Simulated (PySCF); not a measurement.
Cr(O)2(F)2 anion (CrF₂O₂), SMILES [O]=[Cr](=[O])([F])[F] (connectivity only; charge and spin as stated), charge -1, multiplicity 2. Atoms are numbered in the order given.

```xyz
5

Cr     0.0000     0.0000     0.1371
O      1.3608     0.0000     0.9679
O     -1.3608     0.0000     0.9679
F      0.0000    -1.3531    -1.0432
F      0.0000     1.3531    -1.0432
```
Charge -1, spin multiplicity 2.

Geometry optimised at TPSSh-D3(BJ)/def2-SVPD. The multiplicity is an assumed one; other spin states were not compared. The isomer is the one that the SMILES or the coordinates give; other isomers of the formula were not compared.

Level of theory: PBE/def2-SVPD run with PySCF.

Mulliken values depend strongly on the basis, most of all with diffuse functions as here. ESP charges are fitted to the potential on shells at 1.4 to 2.0 van der Waals radii. Atomic charges (e):

```json
[
 {"atom": "Cr1", "Mulliken": "1.74", "meta-Löwdin": "1.29", "ESP fit": "0.98", "Mulliken spin": "1.01"},
 {"atom": "O2", "Mulliken": "-0.73", "meta-Löwdin": "-0.59", "ESP fit": "-0.54", "Mulliken spin": "-0.03"},
 {"atom": "O3", "Mulliken": "-0.73", "meta-Löwdin": "-0.59", "ESP fit": "-0.54", "Mulliken spin": "-0.03"},
 {"atom": "F4", "Mulliken": "-0.63", "meta-Löwdin": "-0.56", "ESP fit": "-0.44", "Mulliken spin": "0.03"},
 {"atom": "F5", "Mulliken": "-0.63", "meta-Löwdin": "-0.56", "ESP fit": "-0.44", "Mulliken spin": "0.03"}
]
```
